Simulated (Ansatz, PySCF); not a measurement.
Gas-phase reaction in SMILES: C#CO + C (CH4) -> C#C (C2H2) [acetylene] + CO (CH4O)
Structures are relaxed separately at B3LYP-D3(BJ)/def2-TZVP in Ansatz (a program for electronic structure).

Wanted: bond separation energy (enthalpy at 298 K, with B3LYP-D3(BJ) rigid-rotor harmonic-oscillator terms from PySCF), in kJ/mol. Cores are frozen in the correlated levels unless marked. No spin-orbit coupling. Non-relativistic. Basis-set limits of correlation are two-point, X^-3; Hartree-Fock from the larger set.

```csv
level,program,bond separation energy (kJ/mol)
PBE-D3(BJ)/def2-TZVPD,Ansatz + dftd3,25.1
r2SCAN-D3(BJ)/def2-TZVPD,Ansatz + dftd3,22.5
```

### Question
Predict the CCSD(T)/CBS(cc-pVTZ,cc-pVQZ) result (Ansatz).

### Answer
9.0 kJ/mol
